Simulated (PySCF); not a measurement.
## A thermochemical cycle for NaTe

PBE0 in PySCF with def2-SVPD on every atom (core potentials on Te), for the lowest determinant that a PBE0 search found; no spin–orbit coupling. NaTe, a doublet (π ↑), has De = 2.16 eV to neutral atoms, and NaTe⁺, a triplet (π ↑↑), has De = 0.72 eV to Na⁺ + Te.

The adiabatic ionisation energy of NaTe, between the minima, is 6.68 eV.

Problem. Which ionisation energy of the Na atom does this level give?

Solution. IE(Na) = IE(molecule) + De(ion) − De(neutral) = 6.68 + 0.72 − 2.16 = 5.24 eV; the measured value is 5.139 eV (NIST ASD).

Spin–orbit coupling is left out, which matters for elements this heavy, above all for dissociation energies. For an ion De counts to the pair picked by the measured ionisation energies or electron affinities, which need not be the lowest pair at this level. States were picked by a PBE0 search and need not be the measured ground states.
